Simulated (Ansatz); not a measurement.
Spin states of Cs₃⁺, each relaxed with PBE0/def2-TZVP in Ansatz. Electronic energies in the gas phase.

In the def2 sets Cs takes a core potential; there is no spin–orbit coupling. Correlated methods freeze no core orbitals; core or outer-core shells of Cs are correlated, in sets that lack core-valence functions. HOMO above LUMO, or a gap near zero within one spin, warns that the state may not be the lowest or that an electron is smeared out. The structure comes from a short search, and lower isomers may exist.

Singlet geometry (D3h within 0.1 Å):

```
atom    x (Å)    y (Å)    z (Å)
 Cs1   2.7453  -0.1713  -1.2810
 Cs2  -2.4831   0.0976  -1.7411
 Cs3  -0.2622   0.0737   3.0221
```

Triplet geometry (C2v within 0.1 Å):

```xyz
3

Cs    3.0532   -3.1489    2.6469
Cs   -0.7584    0.6185    1.1707
Cs   -2.2948    2.5304   -3.8176
```

Quintet geometry (C2v within 0.1 Å):

```xyz
3

Cs    0.312   -0.679    2.133
Cs   -3.432   -0.310   -0.793
Cs    3.120    0.988   -1.339
```

⟨S²⟩: triplet 2.00 at PBE0/def2-TZVP (pure 2.00), quintet 6.00 at PBE0/def2-TZVP (pure 6.00).

Run but left out: HF/def2-TZVP, HF/def2-TZVPP (singlet: restricted singlet, unstable towards broken spin symmetry); GFN1-xTB, GFN2-xTB (tight binding far off the other levels); LDA (SPW92)/def2-TZVP (quintet: an occupied level 0.04 eV above an empty one).

Only these spin states were relaxed. The triplet has other bonds than the singlet, so the gap mixes isomer and spin. The quintet has other bonds than the singlet, so the gap mixes isomer and spin.

```csv
level,triplet − singlet (kcal/mol),quintet − singlet (kcal/mol),lowest of these,remarks
PBE/def2-TZVP,10.8,299.1,singlet,gap within one spin near zero (quintet)
revPBE/def2-TZVP,10.0,300.3,singlet,gap within one spin near zero (quintet)
r2SCAN/def2-TZVP,5.4,305.2,singlet,gap within one spin near zero (quintet)
r2SCANh/def2-TZVP,5.6,310.7,singlet,–
PBE0/def2-TZVP,9.4,315.0,singlet,–
ωB97X-V/def2-TZVP,10.7,330.0,singlet,–
ωB97M-V/def2-TZVP,16.4,328.8,singlet,–
RPA@PBE/def2-TZVP,9.7,293.6,singlet,–
MP2/def2-TZVP,7.4,326.2,singlet,restricted SCF unstable (singlet)
MP2/def2-TZVPP,7.5,324.6,singlet,restricted SCF unstable (singlet)
CCSD/def2-TZVPP,7.7,320.5,singlet,restricted SCF unstable (singlet)
CCSD(T)/def2-TZVPP,9.4,321.6,singlet,restricted SCF unstable (singlet)
```

Change of the quintet − singlet gap on mixing in exact exchange, in kcal/mol: PBE to PBE0 (25 % exact exchange) 15.9; r2SCAN to r2SCANh (10 % exact exchange) 5.5.
